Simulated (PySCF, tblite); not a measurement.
Isomers of C5H4F2. All values are computed: GFN2-xTB (tblite) harmonic vibrations without scaling, gas phase. Against measured fundamentals such values can be off by several per cent, at times by over 20. One conformer each.

Electronic energies: PBE0/pcSseg-1 single points on the GFN2-xTB geometries (PySCF, gas phase).

```
              SMILES  electronic energy, lowest = 0 (kcal/mol)
       C#CC(=C)C(F)F                                       0.0
        C=C=C=CC(F)F                                       2.5
C#C[C@@]1(F)C[C@H]1F                                      16.6
       C#C/C(F)=C\CF                                       8.4
```

Q: How do GFN2-xTB zero-point energies change the relative energies?

A: 
```json
{"SMILES": "C#CC(=C)C(F)F", "ZPE (kcal/mol)": "44.9", "of it from modes above 1550 cm⁻¹": "23.5", "electronic (kcal/mol)": "0.0", "with ZPE, lowest = 0 (kcal/mol)": "0.0", "lowest mode (cm⁻¹)": "27", "rings": "0"}
{"SMILES": "C=C=C=CC(F)F", "ZPE (kcal/mol)": "44.4", "of it from modes above 1550 cm⁻¹": "23.0", "electronic (kcal/mol)": "2.5", "with ZPE, lowest = 0 (kcal/mol)": "2.1", "lowest mode (cm⁻¹)": "32", "rings": "0"}
{"SMILES": "C#C/C(F)=C\\CF", "ZPE (kcal/mol)": "45.0", "of it from modes above 1550 cm⁻¹": "23.3", "electronic (kcal/mol)": "8.4", "with ZPE, lowest = 0 (kcal/mol)": "8.5", "lowest mode (cm⁻¹)": "44", "rings": "0"}
{"SMILES": "C#C[C@@]1(F)C[C@H]1F", "ZPE (kcal/mol)": "45.4", "of it from modes above 1550 cm⁻¹": "21.4", "electronic (kcal/mol)": "16.6", "with ZPE, lowest = 0 (kcal/mol)": "17.1", "lowest mode (cm⁻¹)": "111", "rings": "1"}
```

The zero-point energies span 1.0 kcal/mol, from `C=C=C=CC(F)F` to `C#C[C@@]1(F)C[C@H]1F`. The order is unchanged.

Q: And how do the electronic energies of GFN2-xTB itself compare?

A: `C#CC(=C)C(F)F` 0.0; `C=C=C=CC(F)F` 4.4; `C#C/C(F)=C\CF` 0.6; `C#C[C@@]1(F)C[C@H]1F` 2.0 kcal/mol, lowest = 0. Against the energies above, taken from the same isomer `C#CC(=C)C(F)F`, the largest difference is 14.6 kcal/mol.

Q: What do entropy and thermal enthalpy add at 298.15 K and 1 bar (rigid rotor, harmonic oscillator, one conformer each)?

A: 
| SMILES | point group | symmetry number | S (cal/(mol K)) | H − H(0) (kcal/mol) | ZPE + H − H(0) − TS (kcal/mol) |
| --- | --- | --- | --- | --- | --- |
| C#CC(=C)C(F)F | C1 | 1 | 85.9 | 5.23 | 24.5 |
| C#C/C(F)=C\CF | C1 | 1 | 86.5 | 5.31 | 24.5 |
| C#C[C@@]1(F)C[C@H]1F | C1 | 1 | 81.4 | 4.90 | 26.0 |

Not tabulated: `C=C=C=CC(F)F` (point group not settled).
